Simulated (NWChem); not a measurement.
Molecule: TiHOCl3; SMILES [OH][Ti]([Cl])([Cl])[Cl]

```xyz
6

Ti     0.0000     0.0000    -0.2591
Cl     0.3210    -2.0464     0.4807
Cl     1.6118     1.3012     0.4807
Cl    -1.9327     0.7452     0.4807
O      0.0000     0.0000    -1.9831
H      0.0000     0.0000    -2.9483
```
Atoms are numbered in this order, from 1.

Results from NWChem. Structure relaxed at the B3LYP/6-31G* (spherical d) level. No frequency run checked for a minimum. Level PBE/def2-SVP: energy and gradient on several grids; changes count from the extra-fine grid, which is no exact limit either.

```tsv
grid	size of the energy change (μHa)	largest change of a gradient component (μHa/bohr)
xcoarse	1000	9000
coarse	40	500
medium	< 10	30
fine	< 10	< 30
xfine	< 10	< 30
```
